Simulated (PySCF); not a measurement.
## Diatomic cations of O with group 15

PBE0 with triple-zeta basis sets in PySCF, for the lowest determinant that a PBE0 search found; no spin–orbit coupling. De refers to high-spin ground-configuration atoms (the charge goes to the atom of lower measured ionisation energy or higher electron affinity, which is not always the lowest computed limit). A positive dipole points towards O; it is taken about the centre of mass and depends on that origin.

```
 M               basis  charged atom  state (unpaired electrons)  Re (Å)  ωe (cm⁻¹)  De (eV)  μ (D)
 N         def2-TZVPPD            O+      singlet (closed shell)   1.054       2529    10.94  -0.37
 P         def2-TZVPPD            P+      singlet (closed shell)   1.420       1483     7.96  -3.39
As  cc-pVTZ-PP/cc-pVTZ           As+      singlet (closed shell)   1.556       1185     6.29  -2.84
Sb  cc-pVTZ-PP/cc-pVTZ           Sb+      singlet (closed shell)   1.760        995     4.89  -3.46
```

The shortest bond is that of NO⁺ (1.054 Å), the longest that of SbO⁺ (1.760 Å). NO⁺ is bound most strongly (10.94 eV) and SbO⁺ least (4.89 eV).

The rows differ in basis set, which adds steps of its own.

Down a group the atoms grow and get heavier, so bonds lengthen and wavenumbers fall; this series shows no clear exception.

Spin–orbit coupling is left out, which matters for elements this heavy, above all for dissociation energies. For an ion De counts to the pair picked by the measured ionisation energies or electron affinities, which need not be the lowest pair at this level.
